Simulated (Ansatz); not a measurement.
Q: Name a neutral molecule of C, Cl, O, Sn and H with HOMO–LUMO gap (ωB97M-V/def2-TZVPP) between 10.70 and 11.00 eV and HOMO–LUMO gap (PBE/def2-TZVPP) between 3.60 and 3.90 eV (Ansatz, PBE0-D4/def2-TZVP geometry).

A: `CC[O][Sn]([Cl])([O]CC)[O]CC` (10.82 eV, 3.81 eV); `C[O][Sn]([OH])([Cl])[Cl]` (10.72 eV, 3.69 eV). Other molecules can fit too; these were computed, each in one conformer that needn't be the lowest.
